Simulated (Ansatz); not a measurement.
Reaction (cleavage of the Ge–Si bond): `O[SiH2][GeH3]` + HCl → `[Cl][GeH3]` + `O[SiH3]`

Program: Ansatz. Geometries: PBE0-D4/def2-TZVP. ΔE: electronic, gas phase. CCSD(T)/CBS adds triple-zeta CCSD(T) − MP2 to the extrapolated MP2 energy (def2 sets, frozen cores). This one scheme is used for every species. Functionals use def2-TZVPP. For Ge outer-core shells are correlated without core-valence functions, which leaves a few kJ/mol of doubt a bond. Scalar relativity is left out up to krypton. One conformer a species, not always the lowest.

`O[SiH2][GeH3]`:

Z-matrix (Å, degrees):
```
Si
Ge 1 2.375
O 1 1.653 2 106.7
H 1 1.492 2 110.4 3 121.0
H 1 1.492 2 110.4 3 -121.0
H 2 1.539 1 109.5 3 -180.0
H 2 1.537 1 111.1 3 60.5
H 2 1.537 1 111.1 3 -60.5
H 3 0.958 1 117.7 2 179.9
```

HCl:

Z-matrix (Å, degrees):
```
Cl
H 1 1.279
```

`[Cl][GeH3]`:

Z-matrix (Å, degrees):
```
Ge
Cl 1 2.155
H 1 1.532 2 107.1
H 1 1.532 2 107.1 3 -120.0
H 1 1.532 2 107.1 3 120.0
```

`O[SiH3]`:

Cartesian coordinates in Å:
```
O -0.937 0.308 -0.818
Si 0.242 -0.249 0.189
H -1.096 1.252 -0.841
H 1.574 0.319 -0.156
H 0.262 -1.719 0.017
H -0.044 0.090 1.610
```

Problem. Is it downhill or uphill in electronic energy at CCSD(T)/CBS, and by how much? (An estimate is asked.)

Solution. The calculation gave: Downhill: ΔE = -13.5 kcal/mol.

Problem. What do these levels give: LDA (SPW92), revPBE-D4, B97M-V, r2SCAN0-D4, ωB97X-V, PBE-QIDH, PBE, r2SCANh, BHLYP, CCSD(T)/def2-TZVPP, HF/def2-QZVPP, CCSD/CBS(def2)? (Best estimate.)

Solution. The calculation gave: LDA (SPW92) -9.8, revPBE-D4 -11.7, B97M-V -14.5, r2SCAN0-D4 -14.2, ωB97X-V -14.8, PBE-QIDH -14.5, PBE -11.9, r2SCANh -14.0, BHLYP -16.9, CCSD(T)/def2-TZVPP -13.9, HF/def2-QZVPP -20.8, CCSD/CBS(def2) -14.0 kcal/mol.

Largest T1 diagnostic among the species: 0.012.

The D4 term adds +1.0 kcal/mol with B3LYP and +0.6 kcal/mol with PBE0; it sums over pairs of atoms, weighted by their polarisabilities, and B3LYP, whose exchange is more repulsive, gets the larger term. Leaving LDA and LC-ωPBE aside and taking each functional with its dispersion term where it has one, the values, not all of them listed here, spread over 4.6 kcal/mol, from BHLYP-D4 to PBE-D4. LDA lies +2.1 kcal/mol from PBE without D4. From PBE to PBE0 (25 % exact exchange), in def2-TZVPP and without D4, ΔE moves by −1.2 kcal/mol.

B3LYP here is the variant with VWN-RPA as its local correlation; programs differ in this.
